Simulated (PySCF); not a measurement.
Orbital gap (eV) of eight silicon and germanium compounds: PBE beside PBE0, computed with PySCF for isolated molecules in the bases named; differences from unrounded values. The eight are the first of their class met in an unordered collection, after screening for sound electronic states; none was chosen by its value. Each molecule has one DFT geometry for both levels.

```tsv
molecule	basis	PBE0	PBE	difference
Si(H)(OH)2(SMe) (CH₆O₂SSi), SMILES CS[SiH](O)O	def2-TZVP	7.16	5.02	-2.15
Si(Me)(OH)(NH2)2 (CH8N2OSi), SMILES C[Si](N)(N)O	def2-TZVP	7.94	5.65	-2.30
Cl2FH3Si2, SMILES F[SiH2][SiH](Cl)Cl	def2-TZVP	7.12	5.02	-2.10
Si(Cl)2(NCO)(OH) (CHCl2NO2Si), SMILES O=C=N[Si](O)(Cl)Cl	def2-TZVP	9.02	6.59	-2.43
N-silylprop-2-yn-1-amine (C3H7NSi), SMILES C#CCN[SiH3]	def2-TZVP	7.37	?	?
2,5-dihydro-1H-silole (C₄H₈Si), SMILES C1C[SiH2]CC=1	def2-TZVP	7.52	?	?
CH8N2OSi2, SMILES N[Si@]1(O)CN[SiH2]1	def2-TZVP	6.61	?	?
Si(H)(Me)3 (C₃H₁₀Si), SMILES C[SiH](C)C	def2-TZVP	9.59	7.52	-2.07
```

Problem. Some entries are withheld; supply them. (Estimate from the structure and the level; the computed values follow.)

Solution. 
- 2,5-dihydro-1H-silole (C₄H₈Si), SMILES C1C[SiH2]CC=1, PBE: 5.37
- 2,5-dihydro-1H-silole (C₄H₈Si), SMILES C1C[SiH2]CC=1, difference: -2.16
- N-silylprop-2-yn-1-amine (C3H7NSi), SMILES C#CCN[SiH3], PBE: 5.11
- N-silylprop-2-yn-1-amine (C3H7NSi), SMILES C#CCN[SiH3], difference: -2.26
- CH8N2OSi2, SMILES N[Si@]1(O)CN[SiH2]1, PBE: 4.45
- CH8N2OSi2, SMILES N[Si@]1(O)CN[SiH2]1, difference: -2.15

PBE lies below PBE0 in 8 and above it in 0 of the eight; the mean signed difference is -2.20 and the largest -2.43 eV.
